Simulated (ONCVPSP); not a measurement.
**Varying the ONCV potential for S (Z = 16)**

Base potential:

* Element: sulfur (S)
* Generator: ONCVPSP 4.0.1
* Type: optimised norm-conserving Vanderbilt (ONCV)
* Functional: PBE
* Relativity: scalar-relativistic
* Frozen core: [Ne]
* Valence charge: 6
* Reference configuration: 3s2 3p4
* Partial waves: 3s: rc 1.20 bohr, ncon 4, nbas 8, qcut 4.6 1/bohr, 3 projectors, debl 1.3 Ha; 3p: rc 1.20 bohr, ncon 4, nbas 8, qcut 6.1 1/bohr, local
* Local potential: the p channel
* Core correction: Teter function, fcfact 3, rcfact 1.05

All-electron outer shells of the reference configuration (PBE, scalar-relativistic, ld1.x):

```csv
shell,level (eV),outermost node (bohr),outermost maximum (bohr)
2s,-211.71,0.13,0.39
2p,-156.51,–,0.33
3s,-17.26,0.60,1.40
3p,-7.01,0.58,1.61
```

Cutoffs, loose and tight: the cutoffs (Ha) at which the residual kinetic energy of the hardest occupied pseudo-wave falls to 1 and 0.1 mHa per electron. They do not see the model core or the augmentation charge, which bear on the density cutoff. Test errors are all-electron minus pseudo excitation energies from the reference, over the configurations 3s2 3p3; 3s2 3p2; 3s2 3p1; 3s1 3p4. A dash means not determined; rows that change the core or the reference have their own tests.

A true bound ghost makes a file unfit for plane-wave use even where its test errors are small: the radial tests pick states by their node count and pass the ghost by.

| change | outcome | cutoff, loose | cutoff, tight | bound ghosts | GHOST(+) flags above zero | largest test error (meV) |
| --- | --- | --- | --- | --- | --- | --- |
| base | generated | 16 Ha | 129 Ha | s | s | +40 |
| all radii but the core radius scaled by about 1.25 (s 1.50, p 1.50 bohr) | generated | 17 Ha | 67 Ha | s | none | +47 |
| core correction none | generated | 16 Ha | 129 Ha | s | s | +41 |
| s: qcut 4 | generated | 24 Ha | 129 Ha | s | s | +43 |
